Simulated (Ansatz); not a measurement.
Geometry optimisation, Ansatz, UKS PBE0-D4/def2-SVP.

Input:

```yaml
crystal:
  periodic: [false, false, false]
  atoms:
    - { symbol: B, position_ang: [0.0981, 1.5333, 0.0091] }
    - { symbol: Si, position_ang: [-0.2906, -0.3293, -0.1449] }
    - { symbol: S, position_ang: [0.9115, -1.3755, 1.2517] }
    - { symbol: Br, position_ang: [0.2756, -1.0095, -2.237] }
    - { symbol: H, position_ang: [0.8404, 1.9752, 0.7602] }
    - { symbol: H, position_ang: [-0.5315, 2.3486, -0.7024] }
    - { symbol: H, position_ang: [-1.6763, -0.5943, 0.1487] }
    - { symbol: H, position_ang: [0.465, -2.6057, 0.8587] }
magnetization:
  spin_polarized: true
basis:
  gaussian: { orbitals: def2-SVP }
hamiltonian:
  xc: pbe0
  dispersion: d4
relax:
  f_tol: 0.02
  max_steps: 50
output:
  orbitals: {}
```

Command:

```bash
$ ansatz run input.yaml --threads 2 --pin off --max-ram 3072MiB --backend cpu --events-out ev --progress --plain --runs-dir out
```

Q: Where does it end, and by what steps?

A: The forces met the threshold. After 19 steps the energy has fallen by 0.383 eV; Br4 moved furthest, 1.06 Å. Joined: B1–Br4.

```
step  energy less start (eV)  largest force component (eV/Å)  accepted
   0                  0.0000                           1.740       yes
   1                 -0.2048                           0.786       yes
   2                 -0.2429                           0.197       yes
   3                 -0.2517                           0.105       yes
   4                 -0.2686                           0.111       yes
   5                 -0.2789                           0.509       yes
   6                 -0.2944                           0.280       yes
   7                 -0.3060                           0.142       yes
   8                 -0.3140                           0.159       yes
   9                 -0.3092                           0.305        no
  10                 -0.3225                           0.067       yes
  11                 -0.3329                           0.087       yes
  12                 -0.3521                           0.171       yes
  13                 -0.3685                           0.219       yes
  14                 -0.2581                           1.097        no
  15                 -0.3820                           0.064       yes
  16                 -0.3825                           0.044       yes
  17                 -0.3824                           0.046        no
  18                 -0.3828                           0.042       yes
  19                 -0.3828                           0.007       yes
```

```xyz
8
Properties=species:S:1:pos:R:3
B 0.113 1.493 -0.233
Si -0.363 -0.348 0.206
S 0.887 -1.587 1.389
Br 0.449 0.007 -1.986
H 1.216 1.878 0.059
H -0.750 2.241 -0.619
H -1.680 -1.012 0.009
H 0.220 -2.731 1.119
```

Time of the run: 76 s on 2 threads of AMD EPYC 7B13 (Zen 3), with other jobs on the host, peak memory 0.36 GiB.
